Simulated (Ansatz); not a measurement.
Compare A (`CC1OC[SiH2]1`) with its isomer B (`CC1C[SiH2]O1`).

Isolated molecules relaxed with PBE0-D4/def2-TZVP in Ansatz; ΔE leaves out vibrations. CBS: MP2 limit from def2 TZ/QZ plus the TZ coupled-cluster correction, frozen cores. Functionals use def2-TZVPP. B3LYP here is the variant with VWN-RPA as its local correlation; programs differ in this.

A:

```xyz
13

C    -0.868   -0.296    1.603
C     0.210    0.140    0.646
O     0.809   -1.003   -0.019
C     1.006   -0.554   -1.375
Si   -0.173    0.889   -1.057
H    -1.287    0.571    2.120
H    -1.677   -0.813    1.083
H    -0.460   -0.975    2.356
H     0.991    0.695    1.185
H     0.726   -1.339   -2.080
H     2.052   -0.277   -1.554
H     0.243    2.281   -1.384
H    -1.572    0.682   -1.525
```

B:

```xyz
13

C     0.108   -0.672   -1.591
C    -0.562   -0.073   -0.384
C    -0.033   -0.573    0.987
Si    0.313    1.244    1.254
O    -0.273    1.353   -0.301
H    -0.227   -0.171   -2.502
H    -0.134   -1.736   -1.669
H     1.193   -0.566   -1.520
H    -1.648   -0.192   -0.456
H     0.835   -1.228    0.897
H    -0.783   -1.051    1.614
H    -0.510    1.963    2.265
H     1.722    1.699    1.407
```

**Question.** Which isomer does CCSD(T)/CBS put lower? Give the gap. (Best estimate.)

**Answer.** Ansatz gave: B, by 42.2 kcal/mol.

**Question.** Give E(B) − E(A) in kcal/mol with CCSD/def2-TZVPP, PBE-D4, B3LYP, ωB97M-V, B3LYP-D4, HF/def2-TZVPP, CCSD(T)/def2-TZVPP. (An estimate is asked.)

**Answer.** The calculation gave: CCSD/def2-TZVPP -42.6, PBE-D4 -37.7, B3LYP -39.9, ωB97M-V -41.5, B3LYP-D4 -40.1, HF/def2-TZVPP -44.5, CCSD(T)/def2-TZVPP -42.1. None reverses the order clearly.

Largest T1 diagnostic: 0.012.

From PBE to PBE0 (25 % exact exchange), in def2-TZVPP and without D4, E(B) − E(A) moves by −2.4 kcal/mol.
